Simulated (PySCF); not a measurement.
**C₆ coefficients of unlike pairs at M06**

Calculated with PySCF 2.14 from the dipole response of each species, C₆(A,B) = (3/π) ∫ α_A(iu) α_B(iu) du, in atomic units, from isotropic polarisabilities. For ions this is the dispersion term alone; charge-induced terms of lower order in 1/R come first.

```json
{"species": "Sn⁺", "configuration": "[Kr] 4d10 5s2 5p1 (2P)", "basis": "aug-cc-pV5Z-PP with ECP28MDF (8s8p6d4f3g2h)", "relativity": "core potential", "α (bohr³)": "26.66", "C₆ (like pair)": "193.8"}
{"species": "Si²⁺", "configuration": "[Ne] 3s2 (1S)", "basis": "dyall-av3z (19s12p3d2f)", "relativity": "none", "α (bohr³)": "11.01", "C₆ (like pair)": "35.67"}
{"species": "Kr", "configuration": "[Kr] (1S)", "basis": "aug-cc-pwCVDZ-PP with ECP10MDF (6s5p4d1f)", "relativity": "core potential", "α (bohr³)": "16.45", "C₆ (like pair)": "127.3"}
```

Estimate C₆ for Kr with Si²⁺.

The integral gives 65.35. The combination rule 2 C_A C_B / (C_A α_B/α_A + C_B α_A/α_B) gives 65.55 and the geometric mean 67.37.

No spin-orbit coupling is included.

The other pairs:

```json
{"pair": "Si²⁺, Sn⁺", "C₆": "82.81"}
{"pair": "Kr, Sn⁺", "C₆": "153.3"}
```
